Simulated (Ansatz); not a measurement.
`[SiH3]N[SiH2]O[SiH3]` → `O[SiH]([SiH3])N[SiH3]`  (isomerisation)

Calculated with Ansatz (gas phase, PBE0-D4/def2-TZVP geometries, no zero-point term in ΔE). CCSD(T)/CBS is the MP2 limit (def2-TZVPP, def2-QZVPP) plus CCSD(T) − MP2 in def2-TZVPP, frozen cores. Functionals use def2-TZVPP. B3LYP here is the variant with VWN-RPA as its local correlation; programs differ in this. One conformer a species, not always the lowest.

Problem. Is it downhill or uphill in electronic energy at CCSD(T)/CBS, and by how much? (Best estimate.)

Solution. Computed: Uphill: ΔE = +27.1 kcal/mol.

Problem. What do these levels give: PBE-D4, B3LYP-D4, ωB97X-V, PBE, PBE0, B3LYP, HF/def2-TZVPP, MP2/def2-TZVPP, SCS-MP2/def2-TZVPP, CCSD(T)/def2-TZVPP, MP2/def2-QZVPP, MP2/CBS(def2)? (Estimate.)

Solution. Ansatz gave: PBE-D4 20.1, B3LYP-D4 27.0, ωB97X-V 26.3, PBE 20.3, PBE0 22.7, B3LYP 27.4, HF/def2-TZVPP 34.8, MP2/def2-TZVPP 28.9, SCS-MP2/def2-TZVPP 30.3, CCSD(T)/def2-TZVPP 27.2, MP2/def2-QZVPP 29.2, MP2/CBS(def2) 28.9 kcal/mol.

Largest T1 diagnostic among the species: 0.012.

From PBE to PBE0 (25 % exact exchange), in def2-TZVPP and without D4, ΔE moves by +2.4 kcal/mol. In def2-TZVPP, CCSD(T) changes the Hartree–Fock value by −7.7 kcal/mol (the triples alone add −1.1 kcal/mol) and MP2 by −5.9 kcal/mol.
